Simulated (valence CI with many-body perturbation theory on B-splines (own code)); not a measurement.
E1 transitions of As

Calculated by configuration interaction combined with many-body perturbation theory (CI+MBPT): five valence electrons over a frozen Dirac-Fock core [Ar] 3d10, radial functions for each j: 9 s, 9 p, 8 d, 6 f, 3 g, 1 h, with the one-electron correlation potential Σ1, the two-electron term Σ2, the three-electron term Σ3, Breit, model QED; selected CI, second order for the rest, scaled by the run's own slope (own B-spline code, finite nucleus).

Against 11 measured levels this calculation errs by 93 cm⁻¹ on average and by 134 at most. These come from a selection out of the NIST Handbook of Basic Atomic Spectroscopic Data. Levels without a partner in it may be off by more. Among the levels kept, up to 1700 cm⁻¹ of a level comes from second order outside the variational space, and about a tenth of that is noise between levels of different J, which matters for small intervals.

Lines 201 to 250 of 287 in falling wavelength, among levels below 71619 cm⁻¹, chosen from the strongest by gf and those to the six lowest levels. Wavelengths and rates use the calculated energies, so an error of 90 cm⁻¹ moves a line at 201.0 nm by 0.18 % and its rate by three times that or more. Electric multipoles are in the length gauge, E1 and E2 with the static RPA response of the core. Weak lines are less certain than strong ones. Lines between different terms over intervals too small for the method are left out, as are lines whose strength nearly cancels. The highest levels of a list are the least certain.

Names give the largest LS component (configuration and term), which can be under half, so a name can repeat, a term be missing and a line seem to break the LS rules; names also repeat where a configuration has a term twice. Letters in brackets count levels of one name in rising energy.

| λ vac (nm) | λ from measured levels | Upper | Lower | A (s⁻¹) | S (a.u.) |
| --- | --- | --- | --- | --- | --- |
| 206.1 |  | 4s²4p²6s ⁴P_1/2 | 4s²4p³ ²P°_1/2 | 1.81e+07 | 1.56e-01 |
| 204.1 |  | 4s²4p²6s ⁴P_3/2 | 4s²4p³ ²P°_3/2 | 7.06e+05 | 1.19e-02 |
| 202.7 |  | 4s²4p²6s ²P_1/2 | 4s²4p³ ²P°_3/2 | 8.39e+06 | 6.89e-02 |
| 202.3 |  | 4s²4p²4d ²D_3/2 | 4s²4p³ ²P°_3/2 | 5.80e+07 | 9.48e-01 |
| 202.3 |  | 4s²4p²6s ⁴P_3/2 | 4s²4p³ ²P°_1/2 | 2.80e+06 | 4.58e-02 |
| 201.9 |  | 4s²4p²4d ²D_5/2 | 4s²4p³ ²P°_3/2 | 9.54e+07 | 2.33e+00 |
| 201.0 | 200.4 | 4s²4p²5s ²D_5/2 | 4s²4p³ ²D°_5/2 | 2.16e+08 | 5.18e+00 |
| 200.9 | 200.3 | 4s²4p²5s ²D_3/2 | 4s²4p³ ²D°_5/2 | 3.83e+06 | 6.13e-02 |
| 200.8 |  | 4s²4p²6s ²P_1/2 | 4s²4p³ ²P°_1/2 | 2.84e+07 | 2.27e-01 |
| 200.5 |  | 4s²4p²4d ²D_3/2 | 4s²4p³ ²P°_1/2 | 1.09e+08 | 1.74e+00 |
| 199.7 | 199.1 | 4s²4p²5s ²D_5/2 | 4s²4p³ ²D°_3/2 | 2.39e+07 | 5.63e-01 |
| 199.6 | 199.0 | 4s²4p²5s ²D_3/2 | 4s²4p³ ²D°_3/2 | 2.02e+08 | 3.17e+00 |
| 198.3 |  | 4s²4p²6s ⁴P_5/2 | 4s²4p³ ²P°_3/2 | 4.61e+05 | 1.06e-02 |
| 197.8 | 197.3 | 4s²4p²5s ⁴P_1/2 | 4s²4p³ ⁴S°_3/2 | 1.87e+08 | 1.43e+00 |
| 197.0 |  | 4s²4p²6s ²P_3/2 | 4s²4p³ ²P°_3/2 | 2.28e+07 | 3.44e-01 |
| 196.8 |  | 4s²4p²4d ⁴P_5/2 [b] | 4s²4p³ ²P°_3/2 | 7.18e+06 | 1.62e-01 |
| 195.3 |  | 4s²4p²6s ²P_3/2 | 4s²4p³ ²P°_1/2 | 1.61e+06 | 2.37e-02 |
| 194.2 | 193.8 | 4s²4p²5s ⁴P_3/2 | 4s²4p³ ⁴S°_3/2 | 1.93e+08 | 2.79e+00 |
| 194.2 |  | 4s²4p²4d ⁴P_3/2 [b] | 4s²4p³ ²P°_3/2 | 3.72e+05 | 5.38e-03 |
| 193.0 |  | 4s²4p²4d ⁴P_5/2 [a] | 4s²4p³ ²D°_3/2 | 8.94e+05 | 1.90e-02 |
| 192.6 |  | 4s²4p²4d ⁴P_1/2 [b] | 4s²4p³ ²P°_3/2 | 1.13e+06 | 7.98e-03 |
| 192.5 |  | 4s²4p²4d ⁴P_3/2 [b] | 4s²4p³ ²P°_1/2 | 5.57e+05 | 7.84e-03 |
| 191.4 |  | 4s²4p²5d ⁴F_3/2 | 4s²4p³ ²P°_3/2 | 8.48e+05 | 1.17e-02 |
| 191.3 |  | 4s²4p²4d ⁴P_3/2 [a] | 4s²4p³ ²D°_5/2 | 4.11e+05 | 5.69e-03 |
| 191.0 |  | 4s²4p²4d ⁴P_1/2 [b] | 4s²4p³ ²P°_1/2 | 1.68e+06 | 1.16e-02 |
| 190.8 |  | 4s²4p²5d ⁴F_5/2 | 4s²4p³ ²P°_3/2 | 3.67e+06 | 7.56e-02 |
| 190.1 |  | 4s²4p²4d ⁴P_3/2 [a] | 4s²4p³ ²D°_3/2 | 8.54e+05 | 1.16e-02 |
| 189.7 |  | 4s²4p²5d ⁴F_3/2 | 4s²4p³ ²P°_1/2 | 9.84e+06 | 1.33e-01 |
| 189.5 | 189.0 | 4s²4p²5s ⁴P_5/2 | 4s²4p³ ⁴S°_3/2 | 2.05e+08 | 4.14e+00 |
| 188.7 | 188.2 | 4s²4p²5s ²P_1/2 | 4s²4p³ ⁴S°_3/2 | 5.56e+06 | 3.68e-02 |
| 188.2 |  | 4s²4p²4d ⁴F_3/2 | 4s²4p³ ²D°_3/2 | 7.71e+06 | 1.01e-01 |
| 188.0 |  | 4s²4p²4d ⁴F_5/2 | 4s²4p³ ²D°_5/2 | 3.24e+06 | 6.38e-02 |
| 186.9 |  | 4s²4p²4d ⁴F_5/2 | 4s²4p³ ²D°_3/2 | 1.41e+07 | 2.72e-01 |
| 186.5 |  | 4s²4p²4d ²P_3/2 | 4s²4p³ ²D°_5/2 | 1.43e+06 | 1.83e-02 |
| 185.9 |  | 4s²4p²4d ⁴F_7/2 | 4s²4p³ ²D°_5/2 | 1.31e+07 | 3.33e-01 |
| 185.3 |  | 4s²4p²4d ²P_3/2 | 4s²4p³ ²D°_3/2 | 1.45e+07 | 1.82e-01 |
| 183.6 | 183.1 | 4s²4p²5s ²P_3/2 | 4s²4p³ ⁴S°_3/2 | 4.38e+06 | 5.35e-02 |
| 183.0 |  | 4s²4p²4d ²P_1/2 | 4s²4p³ ²D°_3/2 | 2.65e+06 | 1.60e-02 |
| 182.4 |  | 4s²4p²4d ²F_5/2 | 4s²4p³ ²D°_5/2 | 1.03e+06 | 1.85e-02 |
| 181.4 |  | 4s²4p²4d ²F_5/2 | 4s²4p³ ²D°_3/2 | 1.60e+08 | 2.83e+00 |
| 180.8 |  | 4s²4p²4d ⁴D_3/2 | 4s²4p³ ²D°_5/2 | 9.45e+05 | 1.10e-02 |
| 180.0 |  | 4s²4p²4d ⁴D_5/2 | 4s²4p³ ²D°_5/2 | 1.30e+07 | 2.25e-01 |
| 179.8 |  | 4s²4p²4d ⁴D_7/2 | 4s²4p³ ²D°_5/2 | 1.39e+07 | 3.19e-01 |
| 179.8 |  | 4s²4p²4d ⁴D_3/2 | 4s²4p³ ²D°_3/2 | 7.14e+06 | 8.19e-02 |
| 179.4 |  | 4s²4p²4d ⁴D_1/2 | 4s²4p³ ²D°_3/2 | 5.64e+06 | 3.21e-02 |
| 179.0 |  | 4s²4p²4d ⁴D_5/2 | 4s²4p³ ²D°_3/2 | 2.69e+07 | 4.57e-01 |
| 178.2 |  | 4s²4p²6s ⁴P_1/2 | 4s²4p³ ²D°_3/2 | 5.25e+06 | 2.93e-02 |
| 176.7 |  | 4s²4p²4d ²F_7/2 | 4s²4p³ ²D°_5/2 | 2.02e+08 | 4.40e+00 |
| 176.3 |  | 4s²4p²6s ⁴P_3/2 | 4s²4p³ ²D°_5/2 | 7.26e+06 | 7.85e-02 |
| 175.0 |  | 4s²4p²4d ²D_3/2 | 4s²4p³ ²D°_5/2 | 1.27e+07 | 1.34e-01 |
